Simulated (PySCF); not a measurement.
Species: Si(CF3)Cl3, CCl3F3Si.
SMILES: `Cl[Si](Cl)(C(F)(F)F)Cl`

The closed-shell ground state was solved at several levels (PySCF, density fitting, gas phase, non-relativistic). Geometry: PBE0-D3(BJ)/def2-SVP; no solvent, vibrations or thermal averaging.

```csv
level,basis functions,total energy (Eh),HOMO (eV),LUMO (eV),gap (eV),dipole (D)
B3LYP/def2-SVPD,194,-2007.1972,-9.56,-1.15,8.41,1.04
KT2/pcSseg-1,164,-2025.0312,-8.49,-1.79,6.70,0.66
```

(1) What might PBE0/pcSseg-1 (164 basis functions) give for the same quantities?

(2) Over all these levels, which gives the widest orbital gap and which the narrowest?

(3) How far do the dipole and the HOMO energy spread over the levels?

Answers

(1) Total energy -2006.8965 Eh, HOMO -9.91 eV, LUMO -0.65 eV, gap 9.26 eV, dipole 0.76 D.

(2) PBE0/pcSseg-1 (global hybrid, 25 % exact exchange) has the widest, 9.26 eV, and KT2/pcSseg-1 (GGA) the narrowest, 6.70 eV. The two share the basis. From the narrowest to the widest the HOMO moves by -1.42 eV and the LUMO by +1.14 eV.

(3) The dipole runs from 0.66 to 1.04 D (mean 0.82 D) and the HOMO from -9.91 to -8.49 eV.
